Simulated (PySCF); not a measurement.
## Stretching ScP

Set-up: Sc def2-TZVPP, P def2-TZVPP; no relativity (PySCF 2.14). Energies in eV from Sc (3d1 4s2) + P in their ground configurations at the same level. All curves are PBE0. state 1: Ms = 0 determinant of mixed spin (⟨S²⟩ near 1.1), unpaired electrons σ ↓, π ↑, a second solution, started from another occupation; state 2: triplet, unpaired electrons π ↑, δ ↑, a mixture of terms (⟨Lz²⟩ = 5.0), a second solution, started from another occupation; state 3: Ms = 0 determinant of mixed spin (⟨S²⟩ near 1.1), unpaired electrons π ↑, δ ↓, a mixture of terms (⟨Lz²⟩ = 5.0), a second solution, started from another occupation.

```json
{"R (Å)": "1.961", "state 1": "-1.239", "state 2": "-0.265", "state 3": "-0.177"}
{"R (Å)": "2.052", "state 1": "-1.888", "state 2": "-1.024", "state 3": "-0.955"}
{"R (Å)": "2.143", "state 1": "-2.256", "state 2": "-1.504", "state 3": "-1.453"}
{"R (Å)": "2.212", "state 1": "-2.391", "state 2": "-1.721", "state 3": "-1.683"}
{"R (Å)": "2.280", "state 1": "-2.435", "state 2": "-1.843", "state 3": "-1.819"}
{"R (Å)": "2.348", "state 1": "-2.410", "state 2": "-1.889", "state 3": "-1.880"}
{"R (Å)": "2.440", "state 1": "-2.303", "state 2": "-1.859", "state 3": "-1.873"}
{"R (Å)": "2.554", "state 1": "-2.106", "state 2": "-1.717", "state 3": "-1.767"}
{"R (Å)": "2.690", "state 1": "-1.861", "state 2": "-1.454", "state 3": "-1.557"}
{"R (Å)": "2.873", "state 1": "-1.552", "state 2": "-1.042", "state 3": "-1.218"}
```

**Question.** Put a parabola through the three lowest points of the state 1 curve and estimate Re, k and ωe (reduced mass 18.34 u; 1 eV/Å² = 0.16022 mdyn/Å; ωe = 1302.8·√(k/μ) cm⁻¹).

**Answer.** Through R = 2.212, 2.28, 2.348 Å the second-order coefficient is 7.46 eV/Å², so Re ≈ 2.289 Å, k ≈ 2.39 mdyn/Å and ωe ≈ 470 cm⁻¹. A polynomial fit of higher order to the unrounded PBE0 energies gives Re = 2.286 Å, k = 2.30 mdyn/Å, ωe = 462 cm⁻¹; anharmonicity and rounding make the difference.

The higher-order fit for each curve: state 1: Re = 2.286 Å, ωe = 462 cm⁻¹, minimum 2.44 eV below the ground-state fragments; state 2: Re = 2.364 Å, ωe = 423 cm⁻¹, minimum 1.89 eV below the ground-state fragments; state 3: Re = 2.386 Å, ωe = 398 cm⁻¹, minimum 1.89 eV below the ground-state fragments.

⟨S²⟩ of the unrestricted solution departs from its pure value on part of the curve, where spin states mix.
